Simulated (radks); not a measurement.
Excited configurations of the lanthanum ion La4+: one electron is placed in a higher orbital outside [Kr] 4d10 5s2 5p4. The ground configuration is [Kr] 4d10 5s2 5p5. All-electron calculation, scalar-relativistic Kohn-Sham, BLYP, spin-unpolarised, spherical densities, finite nucleus; Fermi nuclear charge, rms radius 4.855 fm. Program: a radial shooting solver on a logarithmic mesh with Libxc functionals. Excitation = E - E(ground); binding = E(ion) - E, where the ion is the core of charge +5; n* = 5/sqrt(2 binding) in atomic units, and the quantum defect is n - n*.

outer orbital  excitation (eV)  binding (eV)     n*  eigenvalue (eV)  <r> (bohr)
4f                      17.078        46.081  2.717          -37.082       1.133
5d                      23.067        40.092  2.913          -35.011       2.194
6s                      28.934        34.224  3.153          -30.730       3.112
6p                      34.430        28.729  3.441          -25.694       3.508
6d                      42.033        21.126  4.013          -18.874       4.398
6f                      49.085        14.074  4.916          -12.521       6.227
7s                      43.428        19.731  4.152          -17.956       5.334
7p                      45.800        17.359  4.427          -15.722       5.889
7d                      49.389        13.770  4.970          -12.387       7.056
7f                      53.261         9.898  5.862           -8.924       9.377

The Delta-SCF ionisation energy is 63.159 eV (NIST Atomic Spectra Database: 62 eV, semi-empirical). Self-interaction in the functional shifts the binding energies and quantum defects, so they are the method's values and not measured ones. Spin polarisation and multiplet splitting are left out, so open shells lie too high by an amount that depends on their filling. Spin-orbit splitting is averaged out at the scalar-relativistic level.

Beside tabulated values, note that spin-unpolarised runs miss the spin-polarisation part of the exchange energy of open shells.
